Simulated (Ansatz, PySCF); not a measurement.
This PySCF input computes a PBE0/def2-TZVPD energy:

```python
from pyscf import gto, scf, dft

mol = gto.M(
    atom='''
    Sb   -0.00000000   -0.00000000   -1.29665455
    Sb    0.00000000    0.00000000    1.29665455
    ''',
    basis='def2-tzvpd',
    ecp='def2-tzvp',
    charge=-1,
    spin=1,
    symmetry='D2h',
    verbose=4,
)

mf = dft.UKS(mol, xc='pbe0').density_fit(auxbasis='def2-universal-jkfit')
mf.grids.level = 3
mf.conv_tol = 1e-9
mf.max_cycle = 100
mf.max_memory = 1500
mf.kernel()
if not mf.converged:
    mf = mf.newton()
    mf.kernel(mf.make_rdm1())
mf.analyze()
```

Question: Write an input for the same energy in Ansatz (a program for electronic structure) and say what it gives.

Answer: 
Ansatz 0.2 input:
```yaml
crystal:
  periodic: [false, false, false]
  atoms:
    - {symbol: Sb, position_ang: [-0.00000000, -0.00000000, -1.29665455]}
    - {symbol: Sb, position_ang: [0.00000000, 0.00000000, 1.29665455]}
basis:
  gaussian:
    orbitals: def2-TZVPD
hamiltonian:
  xc: {name: PBE0}
total_charge: -1
magnetization: {spin_polarized: true, initial_magnetization: 1}
output: {forces: true}
```
It gives -480.58972 Eh, and PySCF -480.58974 Eh, a difference of 0.02 mEh, from the treatment of integrals and grids.
